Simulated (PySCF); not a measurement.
**Excitation energy of Zr²⁺ by level of theory**

Zr²⁺ [Kr] 4d2 (3F) → Zr²⁺ [Kr] 4d1 5p1 (high-spin determinant), as a difference of total energies. All numbers are calculated (PySCF 2.14, the spin-free X2C one-electron Hamiltonian (Gaussian nucleus), in x2c-QZVPPall). Correlated levels: valence: [Kr] frozen; valence and next inner shell: [Ar] 3d10 frozen. The calculations carry no spin-orbit coupling.

| method | excitation energy (eV) |
| --- | --- |
| UHF | 6.760 |
| LDA | 6.640 |
| PBE | 6.700 |
| PBE0 | 6.858 |
| r2SCAN | 6.974 |
| BLYP | 6.594 |
| M06-2X | 6.603 |
| TPSS | 6.866 |
| MP2 (valence) | 6.781 |
| SCS-MP2 (valence) | 6.767 |
| MP2 (valence and next inner shell) | 6.826 |
| SCS-MP2 (valence and next inner shell) | 6.848 |

Problem. How much does correlation contribute at MP2 (valence and next inner shell)?

Solution. 6.826 − (6.760) = 0.066 eV, measured against UHF.

A first-order spin-orbit estimate (lowest level to lowest level, LS coupling) adds -0.045 eV.

The basis was made for the ground configuration and has no added diffuse functions, so the excitation energy can come out too high.

The determinant of the upper state mixes LS terms, which raises its energy above the lowest term, most at the Hartree-Fock and MP2 levels.
